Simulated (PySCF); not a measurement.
## Löwdin shares of the frontier orbitals

C6H9P.
Cartesian coordinates in Å at the GFN2-xTB level; atoms count from 1:
```
atom  x, y, z in Å
C1    -1.664   -0.296   -0.756
C2    -0.844   -0.221    0.542
C3     0.246   -1.256    0.506
C4     1.398   -1.072   -0.125
P5     1.761    0.456   -1.030
C6     0.838    1.554    0.078
C7    -0.269    1.160    0.692
H8    -1.014   -0.091   -1.606
H9    -2.466    0.439   -0.741
H10   -2.095   -1.287   -0.875
H11   -1.510   -0.428    1.385
H12    0.043   -2.185    1.023
H13    2.153   -1.845   -0.169
H14    3.016    0.678   -0.440
H15    1.214    2.564    0.171
H16   -0.815    1.840    1.333
```

The calculation used PySCF, TDDFT CAM-B3LYP/def2-SVPD, vertical, gas phase, core orbitals frozen in the response.

Kohn–Sham orbitals with the atoms that hold most of them (Löwdin shares over 4%, at most four atoms; ? is withheld):

```json
{"orbital": "HOMO-3", "ε (eV)": "-10.02", "atoms": "P5 14%, C4 13%, C6 13%, C2 12%"}
{"orbital": "HOMO-2", "ε (eV)": "-9.99", "atoms": "P5 30%, C6 14%, C4 14%, C7 8%"}
{"orbital": "HOMO-1", "ε (eV)": "-8.82", "atoms": "?"}
{"orbital": "HOMO", "ε (eV)": "-7.67", "atoms": "?"}
{"orbital": "LUMO", "ε (eV)": "?", "atoms": "C6 13%, C4 13%, C3 13%, C7 13%"}
{"orbital": "LUMO+1", "ε (eV)": "1.25", "atoms": "P5 17%, C4 16%, C6 16%, C3 15%"}
{"orbital": "LUMO+2", "ε (eV)": "1.29", "atoms": "P5 11%, H14 11%, C7 8%, C3 8%"}
```

Which atoms hold the HOMO, and with what shares?

P5 (bonded to 2 C and H) 37%; C6 (bonded to C, P and H) 12%; C4 (bonded to C, P and H) 12%; C7 (bonded to 2 C and H) 10%. By element: phosphorus 37%, carbon 34% or more.

Give the leading atoms of the HOMO-1.

C6 (bonded to C, P and H) 22%; C4 (bonded to C, P and H) 22%; C7 (bonded to 2 C and H) 20%; C3 (bonded to 2 C and H) 20%.

What is the LUMO energy, and the HOMO–LUMO gap?

ε(LUMO) = 1.06 eV; the gap is 8.73 eV (0.3209 hartree).

The HOMO–LUMO gap is 8.73 eV. Where does the response calculation put the lowest singlet, and from which orbitals?

S1 is at 5.69 eV (f = 0.040), 3.04 eV below the gap, made of HOMO→LUMO+1 (97%). Its leading pair isn't HOMO and LUMO; the energies of that pair differ by 8.92 eV. Without the coupling terms of the response equations the lowest excitation would equal the gap.

One configuration dominates each of S1, S2 and S5. Which, and how do the shares of the two leading atoms of either orbital change from the occupied to the empty one?

- S1 (5.69 eV, f 0.040), HOMO→LUMO+1 (97%): P5 37% → 17%, C6 12% → 16%, C4 12% → 16%
- S2 (5.96 eV, f 0.164), HOMO→LUMO (90%): P5 37% → at most 13%, C6 12% → 13%, C4 12% → 13%
- S5 (6.73 eV, f 0.0013), HOMO-1→LUMO (88%): C6 22% → 13%, C4 22% → 13%

Löwdin shares depend on the basis, the more so with diffuse functions.

Rough CPU time on one thread of a shared machine: about 2.4 min (grids of density and orbitals included).

One conformer stands for the species.
